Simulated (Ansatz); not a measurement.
Z-matrix (Å, degrees):
```
Al
C 1 1.956
O 1 2.358 2 37.6
Br 1 2.254 2 142.4 3 -179.9
C 1 1.956 2 75.2 3 0.1
H 2 1.095 1 119.4 3 -111.6
H 2 1.095 1 119.5 3 111.6
H 5 1.095 1 119.5 2 -111.6
H 5 1.095 1 119.4 2 111.5
```

The species carries charge 0 and has multiplicity 1.

Q: List the PBE/def2-TZVPP orbital energies in eV (the Gaussian-basis code of Ansatz). (An estimate is asked.)

A: The calculation gave: Occupied: -13088.97, -1682.10, -1516.46, -1516.42, -1516.41, -1507.24, -510.59, -269.75, -269.75, -228.89, -171.00, -170.89, -170.87, -107.46, -69.56, -69.38, -69.32, -67.68, -67.65, -67.63, -67.55, -67.55, -25.73, -19.25, -17.38, -15.00, -11.57, -11.38, -10.99, -9.81, -9.58, -7.71, -7.69, -6.57, -6.45, -5.91. Lowest empty: -1.95, -1.34, -0.02, 0.35, 0.95, 1.87, 1.95, 2.35.
